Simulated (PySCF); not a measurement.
Polarisability and C₆ of Mg⁺ (magnesium, charge +1)

[Ne] 3s1, 2S determinant. All numbers are calculated (PySCF 2.14, the spin-free X2C one-electron Hamiltonian (Gaussian nucleus), in aug-cc-pCVTZ-DK with one added diffuse shell each of s, p, d, f type (9s8p6d4f, 91 functions)). Coupled (time-dependent) response in atomic units; α is the mean over directions.

| method | mean α (bohr³) | C₆ (like pair) | S(−4) |
| --- | --- | --- | --- |
| UHF | 38.50 | 177.5 | 1568 |
| PBE | 33.28 | 142.7 | 1182 |
| PBE0 | 34.78 | 152.4 | 1290 |
| wB97X | 37.90 | 172.7 | 1538 |
| TPSS | 36.25 | 162.7 | 1389 |

S(−4) is the Cauchy moment in α(ω) = α(0) + S(−4) ω² + …

α(iu) at PBE:

```csv
u (hartree),α(iu) (bohr³)
0,33.28
0.0500,30.57
0.100,24.59
0.200,13.94
0.300,8.242
0.500,3.783
0.750,2.020
1.00,1.332
1.50,0.7862
2.00,0.5600
3.00,0.3530
5.00,0.1916
```

A single London oscillator, α(iu) = α/(1 + u²/ω²), gives C₆ = (3/4) ω α². Matching the computed C₆ needs ω = 4 × 142.7 / (3 × 33.28²) = 0.172 hartree.

For an ion, C₆ is the dispersion term alone; charge-induced terms of lower order in 1/R come first.
